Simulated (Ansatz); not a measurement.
Total energies of H6InNOSSi (`[NH2][In]([SH])[O][SiH3]`).

```tsv
atom	x (Å)	y (Å)	z (Å)
N1	0.3510	0.7715	2.1259
In2	1.1744	-0.0434	0.4871
S3	3.4126	-0.5952	-0.0075
O4	-0.0426	-0.2608	-1.0671
Si5	-1.6374	-0.0789	-1.3149
H6	0.7957	0.5686	3.0096
H7	-0.6459	0.6276	2.2126
H8	3.0849	-0.9251	-1.2693
H9	-2.3716	0.1153	-0.0245
H10	-2.2034	-1.2853	-1.9790
H11	-1.9176	1.1058	-2.1729
```

Charge 0, multiplicity 1. Correlated methods include outer-core shells of In, which these sets cover unevenly. In: def2 effective core potential. The structure was optimised at the PBE0-D4/def2-TZVP level. It is one conformer, not always the lowest. Basis def2-TZVPP, Ansatz.

| functional | energy without D4 (Eh) | D4 term (kJ/mol) |
| --- | --- | --- |
| LDA (SPW92) | -1007.71398 | – |
| PBE | -1011.10994 | -24.9 |
| revPBE | -1011.45367 | -61.7 |
| BLYP | -1011.50003 | -51.8 |
| r2SCAN | -1011.53669 | -6.3 |
| B97M-V | -1011.38089 | – |
| PBE0 | -1011.17498 | -21.6 |
| B3LYP | -1011.69649 | -40.2 |
| r2SCANh | -1011.51092 | -6.9 |
| r2SCAN0 | -1011.47406 | -7.7 |
| HSE06 (plane-wave form) | -1011.15322 | -20.6 |
| BHLYP | -1011.43539 | -36.0 |
| CAM-B3LYP | -1011.53454 | -22.6 |
| LC-ωPBE | -1011.33522 | – |
| ωB97X-V | -1011.41748 | – |
| ωB97M-V | -1011.44115 | – |
| B2PLYP | -1011.03508 | – |
| PBE-QIDH | -1010.78904 | – |

B3LYP takes the VWN-RPA correlation (the form of Gaussian; ORCA's B3LYP/G). HSE06 is the plane-wave form, built on full-range PBE exchange. The double hybrids freeze the cores in their second-order part.

LC-ωPBE has ω = 0.4 bohr⁻¹.
